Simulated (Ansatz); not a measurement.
Compare A (`O/C(F)=[CH]\[GeH3]`) with its isomer B (`[F][GeH]1[CH2]C[O]1`).

Isolated molecules relaxed with PBE0-D4/def2-TZVP in Ansatz; ΔE leaves out vibrations. CBS: MP2 limit from def2 TZ/QZ plus the TZ coupled-cluster correction, frozen cores. Functionals use def2-TZVPP. B3LYP here is the variant with VWN-RPA as its local correlation; programs differ in this. For Ge outer-core shells are correlated without core-valence functions, which leaves a few kJ/mol of doubt a bond. Scalar relativity is left out up to krypton. Each species was taken in one conformer, which may not be the lowest.

A:

```xyz
10

O     1.635   -0.784   -0.257
C     1.158    0.215    0.487
F     2.126    0.775    1.224
C    -0.098    0.627    0.519
Ge   -1.479   -0.191   -0.550
H     2.579   -0.880   -0.094
H    -0.321    1.454    1.179
H    -1.161   -0.073   -2.050
H    -1.638   -1.681   -0.202
H    -2.799    0.539   -0.255
```

B:

```xyz
10

F     1.622    0.343    1.987
Ge    0.956   -0.565    0.665
C    -0.902   -0.145    0.264
C    -0.315    0.588   -0.962
O     1.101    0.335   -0.874
H     1.671   -1.919    0.734
H    -1.543   -0.993    0.028
H    -1.391    0.496    0.996
H    -0.501    1.665   -0.931
H    -0.698    0.195   -1.908
```

**Question.** Which is lower in electronic energy at CCSD(T)/CBS, and by how much? (Best estimate.)

**Answer.** Ansatz gave: B, by 178.8 kJ/mol.

**Question.** Give E(B) − E(A) in kJ/mol with B2PLYP, MP2/def2-TZVPP, CCSD/def2-TZVPP, B3LYP-D4, HF/def2-TZVPP, ωB97M-V, PBE0-D4. (An estimate is asked.)

**Answer.** Ansatz gave: B2PLYP -170.5, MP2/def2-TZVPP -188.8, CCSD/def2-TZVPP -175.0, B3LYP-D4 -158.2, HF/def2-TZVPP -160.3, ωB97M-V -167.1, PBE0-D4 -164.1. None reverses the order clearly.

Largest T1 diagnostic: 0.012.

From PBE to PBE0 (25 % exact exchange), in def2-TZVPP and without D4, E(B) − E(A) moves by −6.6 kJ/mol. In def2-TZVPP, CCSD(T) changes the Hartree–Fock value by −14.3 kJ/mol (the triples alone add +0.4 kJ/mol) and MP2 by −28.5 kJ/mol.
